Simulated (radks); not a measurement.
Trend from C4+ to Ne4+: ionisation energy by Delta-SCF between NIST ground configurations, and size. All-electron calculation, scalar-relativistic Kohn-Sham, PBE, spin-polarised, spherical densities, point nucleus; open shells are filled with parallel spins first. Program: a radial shooting solver on a logarithmic mesh with Libxc functionals.

species  configuration  IE (eV)  NIST (eV)       kind
C4+               [He]   391.38     392.09     theory
N4+           [He] 2s1   98.433     97.890       exp.
O4+           [He] 2s2   112.70     113.90       exp.
F4+       [He] 2s2 2p1   114.49     114.25  semi-emp.
Ne4+      [He] 2s2 2p2   127.03     126.25       exp.

Reference values: NIST Atomic Spectra Database (exp. = measured, semi-emp. = semi-empirical, theory = theoretical value adopted there). Open shells are spherical and high-spin; term and fine-structure splittings are not resolved.
